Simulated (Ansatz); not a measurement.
Geometry optimisation, UKS r2SCANh-D4/def2-SVP in Ansatz 0.2.0.

Input:

```yaml
crystal:
  periodic: [false, false, false]
  atoms:
    - { symbol: Ge, position_ang: [-0.000967, 0.0, -0.222318] }
    - { symbol: H, position_ang: [-0.019297, 0.0, 2.530515] }
    - { symbol: F, position_ang: [1.591084, 0.0, -0.8861] }
    - { symbol: F, position_ang: [-0.794077, 1.376897, -0.893606] }
    - { symbol: F, position_ang: [-0.794077, -1.376897, -0.893606] }
    - { symbol: H, position_ang: [0.018934, 0.0, 3.246916] }
magnetization:
  spin_polarized: true
  initial_magnetization: 1
basis:
  gaussian: { orbitals: def2-SVP }
hamiltonian:
  xc: r2scanh
  dispersion: d4
relax:
  f_tol: 0.03
  max_steps: 50
```

Launched with:

```bash
$ ansatz run input.yaml --threads 4 --pin off --max-ram 5120MiB --backend cpu --events-out ev --progress --plain --runs-dir out
```

Question: Where does it end, and by what steps?

Answer: The run converged. The force dipped under the threshold on the way, but the program's further checks kept it going. After 3 steps the energy has fallen by 0.048 eV; H6 moved furthest, 0.33 Å.

| step | energy less start (eV) | largest force component (eV/Å) | accepted |
| --- | --- | --- | --- |
| 0 | 0.0000 | 1.723 | yes |
| 1 | -0.0458 | 0.056 | yes |
| 2 | -0.0477 | 0.028 | yes |
| 3 | -0.0481 | 0.006 | yes |

```xyz
6
Properties=species:S:1:pos:R:3
Ge -0.004 0.000 -0.381
H -0.010 0.000 2.817
F 1.593 0.000 -1.032
F -0.796 1.379 -1.048
F -0.796 -1.379 -1.048
H 0.015 0.000 3.573
```

The run took 13 s on 4 threads of Intel(R) Xeon(R) Platinum 8488C (Sapphire Rapids) (shared host), peak memory 0.32 GiB.
